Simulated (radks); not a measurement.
Species: W50+. Configuration: [Ar] 3d6.

All-electron calculation, scalar-relativistic Kohn-Sham, exchange-only LDA, spin-polarised, spherical densities, point nucleus; open shells are filled with parallel spins first (spin-orbit coupling, left out, can overturn this in heavy ions). Program: a radial shooting solver on a logarithmic mesh with Libxc functionals.

Energy parts (eV):
part                  energy
total             -381398.31
kinetic            425391.39
electron-nucleus  -860903.36
Hartree             59543.75
exchange            -5430.09

Orbitals (lengths in bohr, moments of r in powers of bohr; r(max) is where P^2 peaks; r(90%) holds 90 % of the orbital's charge):
orbital  occ.  eigenvalue (eV)  r(90%)   r(max)
1s up       1        -72462.62  0.0334  0.01146
1s down     1        -72461.98  0.0334  0.01146
2s up       1        -14950.65   0.120  0.06559
2s down     1        -14930.97   0.120  0.06556
2p up       3        -13460.94   0.113  0.05377
2p down     3        -13444.88   0.112  0.05373
3s up       1        -5450.944   0.282   0.1810
3s down     1        -5429.172   0.282   0.1812
3p up       3        -5007.997   0.285   0.1780
3p down     3        -4986.123   0.285   0.1782
3d up       5        -4550.870   0.262   0.1430
3d down     1        -4524.094   0.263   0.1432

The highest occupied level is 3d down at -4524.1 eV. The density falls to 0.001 e/bohr^3 at r = 0.62 bohr. Summed over all electrons, <r^2> = 0.5934 bohr^2, which gives a Langevin (diamagnetic) susceptibility term of -0.47 x 10^-6 cm^3/mol. For comparison, the ionisation energy in NIST's Atomic Spectra Database is 4578 eV (semi-empirical). In exact Kohn-Sham theory the highest level is minus the ionisation energy, but local and semilocal functionals leave it too shallow, through self-interaction and a potential that decays too fast; potentials with the right tail come closer.
